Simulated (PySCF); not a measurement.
CHCl2F3Si. Atoms are numbered in the order given.

```xyz
8

Si     0.5166     0.5805     0.0000
Cl     1.4085    -0.1601     1.6772
Cl     1.4085    -0.1601    -1.6772
C     -1.3065    -0.0300     0.0000
F     -1.4028    -1.3664     0.0000
F     -1.9555     0.4300    -1.0855
F     -1.9555     0.4300     1.0855
H      0.5427     2.0550     0.0000
```

Geometry: ωB97X-D3(BJ)/def2-SVP.

The numbers are results of TDDFT-PBE/def2-SVPD (PySCF 2.14.0), not measurements.

Vertical excitations. The molecule is in vacuum. State labels are in the subgroup Cs.

Computed excitation energies, oscillator strengths and character:
```json
[
 {"state": "S1", "symmetry": "A'", "energy (eV)": "6.67", "λ (nm)": "186", "f": "0.006", "main pairs": "HOMO→LUMO 99 %"},
 {"state": "S2", "symmetry": "A\"", "energy (eV)": "6.95", "λ (nm)": "178", "f": "0.001", "main pairs": "HOMO→LUMO+1 98 %"},
 {"state": "S3", "symmetry": "A\"", "energy (eV)": "7.25", "λ (nm)": "171", "f": "0.036", "main pairs": "HOMO−1→LUMO 91 %"},
 {"state": "S4", "symmetry": "A'", "energy (eV)": "7.32", "λ (nm)": "169", "f": "0.007", "main pairs": "HOMO−1→LUMO+1 90 %"},
 {"state": "S5", "symmetry": "A\"", "energy (eV)": "7.33", "λ (nm)": "169", "f": "0.000", "main pairs": "HOMO−2→LUMO 96 %"},
 {"state": "S6", "symmetry": "A'", "energy (eV)": "7.50", "λ (nm)": "165", "f": "0.021", "main pairs": "HOMO−3→LUMO 77 %"},
 {"state": "S7", "symmetry": "A'", "energy (eV)": "7.55", "λ (nm)": "164", "f": "0.008", "main pairs": "HOMO−2→LUMO+1 86 %"},
 {"state": "S8", "symmetry": "A\"", "energy (eV)": "7.81", "λ (nm)": "159", "f": "0.051", "main pairs": "HOMO−3→LUMO+1 87 %"},
 {"state": "S9", "symmetry": "A'", "energy (eV)": "7.83", "λ (nm)": "158", "f": "0.027", "main pairs": "HOMO→LUMO+2 84 %"},
 {"state": "S10", "symmetry": "A\"", "energy (eV)": "8.08", "λ (nm)": "153", "f": "0.007", "main pairs": "HOMO−1→LUMO+2 99 %"},
 {"state": "T1", "symmetry": "A'", "energy (eV)": "6.39", "λ (nm)": "194", "f": "0", "main pairs": "HOMO→LUMO 99 %"},
 {"state": "T2", "symmetry": "A\"", "energy (eV)": "6.58", "λ (nm)": "188", "f": "0", "main pairs": "HOMO→LUMO+1 99 %"},
 {"state": "T3", "symmetry": "A\"", "energy (eV)": "6.74", "λ (nm)": "184", "f": "0", "main pairs": "HOMO−1→LUMO 99 %"},
 {"state": "T4", "symmetry": "A'", "energy (eV)": "7.03", "λ (nm)": "176", "f": "0", "main pairs": "HOMO−1→LUMO+1 96 %"}
]
```
Triplets are in the Tamm–Dancoff approximation, which puts them higher than full response would, so one can lie above its singlet here.
